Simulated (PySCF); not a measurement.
CH₄BrFO₂Si, SMILES CO[Si](O)(F)Br. Heavy atoms are numbered as in [CH3:1][O:2][Si:3]([OH:4])([F:5])[Br:6]. Hydrogens are named by the atom that carries them.

The structure is a stationary point at B3LYP-D3(BJ)/def2-SVP. The values are those of a single conformer.

These are PBE0/pcSseg-1 in PySCF values and carry that method's errors.

GIAO shieldings, no solvent; atoms alike by connectivity are averaged. δ = σ(ref) − σ: ¹³C against TMS (σ = 186.3 ppm); ¹⁷O against H2O (σ = 334.2 ppm); ²⁹Si against TMS (σ = 352.7 ppm); ¹⁹F against CFCl3 (σ = 167.2 ppm); ¹H against TMS (σ = 31.56 ppm), references at their B3LYP-D3(BJ)/def2-TZVP geometries, non-relativistic (without spin–orbit terms, shifts of atoms bonded to Cl or Br come out too high).

| nucleus | atoms | count | δ (ppm) |
|---|---|---|---|
| ¹³C | C1 (CH3) | 1 | 55.7 |
| ¹⁷O | O4 (OH) | 1 | 81.2 |
| ¹⁷O | O2 | 1 | 45.3 |
| ²⁹Si | Si3 | 1 | -51.4 |
| ¹⁹F | F5 | 1 | -127.6 |
| ¹H | H on C1 | 3 | 4.09 |
| ¹H | H on O4 | 1 | 2.85 |
